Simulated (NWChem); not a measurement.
# C$_{3}$H$_{6}$Cl, doublet; SMILES C[C](C)Cl

Computed with NWChem. Spin-unrestricted. Medium grid unless said otherwise, to which SCAN and Minnesota functionals are sensitive. In the optimisation the excess spin sits in a' (Cs, its own frame). Structure relaxed at the PBE0/def2-SVP, spin-unrestricted level. No stability test was run on the SCF state. Level r2SCAN/def2-SVP: single points from the atomic guess with DIIS by default; each run changes one setting, and all converged runs end within 0.3 mHa of each other.

**Question.** Which setting needs the most SCF iterations, or fails (no DIIS, 40 % damping; DIIS on 20 Fock matrices; DIIS on 3 Fock matrices; defaults; no level shifting)?

**Answer.** no DIIS, 40 % damping, with 17 against 8 for the defaults.
| setting | SCF iterations |
|---|---|
| defaults | 8 |
| no level shifting | 8 |
| no DIIS, 40 % damping | 17 |
| DIIS on 20 Fock matrices | 8 |
| DIIS on 3 Fock matrices | 9 |
